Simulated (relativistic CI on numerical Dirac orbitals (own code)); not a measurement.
Sensitivity of the levels of Co¹⁵⁺ to α and to the nuclear radius

Computed by Dirac-Coulomb-Breit CI, orbitals from a KLI potential per configuration, derivatives by finite differences, unscaled Slater integrals, QED left out (own radial code, finite nucleus).

Configuration list (outside the closed core [Ne]): 3s2, 3s 3p, 3p2, 3s 3d, 3d2, 3p 3d, 3p 4s, 3s 4s. Levels of other configurations are missing.

With x = (α/α₀)² − 1 an excitation energy changes as ω = ω₀ + qx; K = 2q/ω₀ is the relative enhancement. Terms are leading LS components, so labels can repeat. The field-shift factor is F = δν/δ⟨r²⟩ for the transition from the lowest level.

Lowest level 3s2 1S_0.

```
      Level  ω₀ (cm⁻¹)  q (cm⁻¹)       K  F (GHz/fm²)
3s 3p 3P°_0     248550      6043  0.0486        -20.1
3s 3p 3P°_1     255529     12210  0.0956        -20.1
3s 3p 3P°_2     272703     30720   0.225        -20.1
3s 3p 1P°_1     381842     26000   0.136          -21
   3p2 3P_0     594315     22150  0.0745        -41.4
   3p2 1D_2     600362     37700   0.126        -37.8
   3p2 3P_1     606734     38350   0.126        -41.5
   3p2 3P_2     627400     60460   0.193        -40.5
   3p2 1S_0     713819     54290   0.152        -40.7
 3s 3d 3D_1     728683     32370  0.0888        -19.5
 3s 3d 3D_2     729955     33620  0.0921        -19.5
 3s 3d 3D_3     731946     35610  0.0973        -19.5
 3s 3d 1D_2     826146     38450  0.0931        -24.6
3p 3d 3F°_2     993943     39890  0.0803        -40.7
3p 3d 3F°_3    1006029     52020   0.103        -40.7
3p 3d 1D°_2    1017650     57570   0.113        -40.7
3p 3d 3F°_4    1020081     67560   0.132        -40.8
3p 3d 3D°_1    1055372     46390  0.0879        -40.6
3p 3d 3P°_2    1056510     51430  0.0974        -40.6
3p 3d 3D°_3    1069942     62760   0.117        -40.7
3p 3d 3P°_0    1071428     64440    0.12        -40.7
3p 3d 3P°_1    1071763     64650   0.121        -40.7
3p 3d 3D°_2    1072153     65280   0.122        -40.7
```

At this charge energies of transitions that change n are usually good to better than 1 %, and those within a shell (Δn = 0) to a few per cent.
